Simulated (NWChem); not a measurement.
System: InN2H5O; SMILES [NH2][In]([NH2])[OH]

Input file for NWChem:

```
start job
memory heap 200 mb stack 900 mb global 1100 mb
geometry units angstroms noautoz
  In     0.020826     0.000570    -0.028168
  O      2.022552     0.023730     0.073088
  H      2.376298     0.905487     0.230773
  N     -0.782573    -1.857209     0.112567
  H     -0.141025    -2.605828    -0.137791
  H     -1.661417    -2.012153    -0.374146
  N     -0.994466     1.763939     0.076755
  H     -1.962562     1.730064    -0.233681
  H     -0.545351     2.550534    -0.386285
end
basis spherical
  * library def2-svp
end
ecp
  In library def2-ecp
end
dft
  xc xpbe96 cpbe96
  iterations 150
  mulliken
end
task dft energy
```

Coordinates come from a PBE0/def2-SVP optimisation. def2 effective core potentials on In; no spin-orbit coupling.

Question: Predict the main results of this run. (PBE/def2-SVP with def2 effective core potentials on In.) Quantities: energy (Ha); highest occupied level (eV); orbital gap (eV); dipole (D).

Answer: 
| Property | Result |
|---|---|
| energy (Ha) | -377.52 |
| highest occupied level (eV) | -5.29 |
| orbital gap (eV) | 3.61 |
| dipole (D) | 2.58 |
